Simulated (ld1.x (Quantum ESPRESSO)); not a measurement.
What one change does to a pseudopotential (V, ultrasoft)

ld1.x (Quantum ESPRESSO) 7.5 input, shortened:

```
&input
   title='V', zed=23., rel=1, dft='PBE', iswitch=3,
   config='[Ar] 3d3 4s2 4p0'
 /
 &inputp
   pseudotype=3, tm=.true., lloc=-1, rcloc=3.40,
   nlcc=.false.,
   which_augfun='PSQ', rmatch_augfun_nc=.true.
 /
6
4S  1  0   2.00   0.00  2.85  3.05  0.0
4S  1  0   0.00   0.65  2.85  3.05  0.0
4P  2  1   0.00   0.00  2.75  3.40  0.0
4P  2  1   0.00   3.25  2.75  3.40  0.0
3D  3  2   3.00   0.00  1.55  2.10  0.0
3D  3  2   0.00   0.05  1.55  2.10  0.0
 &test
   configts(1)='3d3 4s2 4p0'
 /
```

All-electron outer shells of the reference configuration (PBE, scalar-relativistic, ld1.x):

| shell | level (eV) | outermost node (bohr) | outermost maximum (bohr) |
| --- | --- | --- | --- |
| 3s | -70.24 | 0.38 | 0.82 |
| 3p | -44.04 | 0.35 | 0.84 |
| 3d | -5.16 | – | 0.90 |
| 4s | -4.70 | 1.17 | 2.76 |
| 4p | -1.44 | 1.30 | 3.63 |

Change: all radii scaled by about 0.88 (s 2.68, p 2.98, d 1.84 bohr, rcut 2.50/2.40/1.36); local potential all-electron potential smoothed inside 2.98 bohr (lloc = -1).

Cutoffs: the cutoffs (Ry, on a coarse ladder) from which the occupation-weighted sum of valence levels, in a spherical-Bessel basis at the reference potential, stays within 10 and 1 mRy of its value at 400 Ry; they do not see the model core or the augmentation charge, which bear on the density cutoff. Errors are all-electron minus pseudo energies relative to the spin-unpolarised reference configuration.

**Question.** Predict the effect on cutoff, ghosts and configuration errors.

**Answer.** The potential gets harder (21 Ry and 35 Ry → 30 Ry and 45 Ry); of the 7 tests that both files solve, the error grows in 5 and shrinks in 2 by more than 15 % and 0.3 meV (median size 32.6 → 43.5 meV); neither file shows a bound ghost. A smaller radius makes the pseudo-wave follow the all-electron one further in, where it bends more sharply, so more plane waves are needed.

| quantity | base | changed |
| --- | --- | --- |
| cutoff, loose | 21 Ry | 30 Ry |
| cutoff, tight | 35 Ry | 45 Ry |
| loose cutoff by channel (10 mRy a level) | s 6 Ry, d 18 Ry | s 6 Ry, d 25 Ry |
| bound ghosts | none | none |
| error for 3d3 4s1 4p0, meV [ΔE 7.73 eV] | +5.8 | +10 |
| error for 3d3 4s0 4p0, meV [ΔE 22.03 eV] | +143 | +170 |
| error for 3d2 4s0 4p0, meV [ΔE 50.93 eV] | +222 | +177 |
| error for 3d3 4s1.5 4p0, meV [ΔE 3.09 eV] | +0.1 | +0.9 |
| error for 3d3 4s0 4p1, meV [ΔE 11.84 eV] | +33 | +44 |
| error for 3d4 4s1 4p0, meV [ΔE 0.59 eV] | -76 | -53 |
| error for 3d3 4s1 4p1, meV [ΔE 3.35 eV] | +2.9 | +4.7 |
| lowest overlap eigenvalue by channel | s 0.42, p 0.47, d 1.00 | s 0.42, p 0.88, d 1.00 |
